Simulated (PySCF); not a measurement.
Method: PySCF with PBE-D3(BJ)/def2-TZVP // B3LYP-D3(BJ)/def2-SVP. Isolated molecules, 0 K electronic values unless said otherwise. One relaxed conformer stands for a flexible species; it need not be the lowest. Excitations are Tamm–Dancoff values on a coarser integration grid. The basis has no diffuse functions, so Rydberg states are missing or too high.

Reference species (SMILES): `Br[Si](Br)(Br)Br` (neutral, multiplicity 1).

The S1 excitation (TDA) is 4.77 eV and the HOMO comes out as -7.42 eV. The HOMO–LUMO gap is 4.64 eV.

After one change: the S1 excitation (TDA) increases by 1.94 eV; the HOMO increases by 0.57 eV; the HOMO–LUMO gap increases by 1.95 eV.

Task: Which change was made? The new species is one of these.
(A) `CO[Si](OC)(OC)OC`
(B) `CO[Si](Br)(Br)OC` (C–O–Si–Br torsion -59°, Br–Si–O–C torsion -57°)
(C) `CO[Si](Br)(OC)OC`
(D) `CO[Si](Br)(Br)Br` (C–O–Si–Br torsion 60°)

Result: C, `CO[Si](Br)(OC)OC`
